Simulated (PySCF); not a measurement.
## A thermochemical cycle for RbCd

PBE in PySCF with def2-SVP on every atom (core potentials on Rb, Cd), for the lowest determinant that a PBE0 search found; no spin–orbit coupling. RbCd, a doublet (σ ↑), has De = 0.10 eV to neutral atoms, and RbCd⁺, a singlet (closed shell), has De = 0.20 eV to Rb⁺ + Cd.

The adiabatic ionisation energy of RbCd, between the minima, is 4.18 eV.

Task: Which ionisation energy of the Rb atom does this level give?

Result: IE(Rb) = IE(molecule) + De(ion) − De(neutral) = 4.18 + 0.20 − 0.10 = 4.28 eV; the measured value is 4.177 eV (NIST ASD).

Closed-shell solutions of metal pairs were not tested for spin polarisation, which can lower them a little. Weak bonds: RbCd, RbCd⁺. Basis-set superposition, not corrected here, can be much of De in a small basis, most of all at correlated wavefunction levels. For an ion De counts to the pair picked by the measured ionisation energies or electron affinities, which need not be the lowest pair at this level. States were picked by a PBE0 search and need not be the measured ground states.
